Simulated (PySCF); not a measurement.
SnI, SMILES [Sn+][I] (connectivity only; charge and spin as stated), charge +1, multiplicity 1.

Coordinates come from a B3LYP-D3(BJ)/def2-TZVP optimisation. The spin state was assumed, not searched. The def2 effective core potentials stand for the cores of I, Sn; spin–orbit coupling is left out.

All values below come from PBE0/def2-TZVPD run with PySCF.

Gas-phase values at a fixed geometry.

```json
{
 "total_energy": "-511.81382 hartree",
 "point_group": "C∞v",
 "highest_occupied_level": "-13.37 eV",
 "lowest_empty_level": "-8.68 eV",
 "orbital_gap": "4.69 eV",
 "dipole_moment_about_the_centre_of_nuclear_charge": "0.870 e·Å",
 "mean_static_polarisability": "63.8 bohr³ (9.46 Å³)",
 "polarisability_principal_values": "47.4, 47.4, 96.7 bohr³"
}
```
